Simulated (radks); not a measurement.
Spherical jellium clusters: N electrons in a uniform positive sphere of charge N and radius rs N^(1/3), rs = 3.57 bohr. Calculated with a radial shooting solver with Libxc functionals: non-relativistic Kohn-Sham, LDA (Slater exchange, Perdew-Wang correlation), spin-polarised, spherical densities. Levels are named by radial order and angular momentum (1s, 1p, 1d, 2s, ...), and open shells are averaged over m.

N = 17, configuration 1s2 1p6 1d(up 5, down 4). This is the lowest configuration that the search found. Occupied and some empty levels:

| level | occupation | eigenvalue (eV) | <r> (bohr) |
|---|---|---|---|
| 1s up | 1 | -5.7961 | 5.550 |
| 1s down | 1 | -5.7249 | 5.502 |
| 1p up | 3 | -4.6545 | 6.803 |
| 1p down | 3 | -4.5645 | 6.798 |
| 1d up | 5 | -3.3098 | 7.717 |
| 1d down | 4 | -3.2181 | 7.736 |
| 2s up | 0 | -2.8974 | 6.699 |
| 2s down | 0 | -2.8516 | 6.738 |
| 1f up | 0 | -1.8124 | 8.613 |
| 1f down | 0 | -1.7286 | 8.657 |
| 2p up | 0 | -1.3387 | 8.766 |
| 2p down | 0 | -1.2950 | 8.825 |

Energy (eV): total -30.3352, kinetic 36.051, external -1008.8, Hartree 496.04, exchange-correlation -67.696, background 514.02.
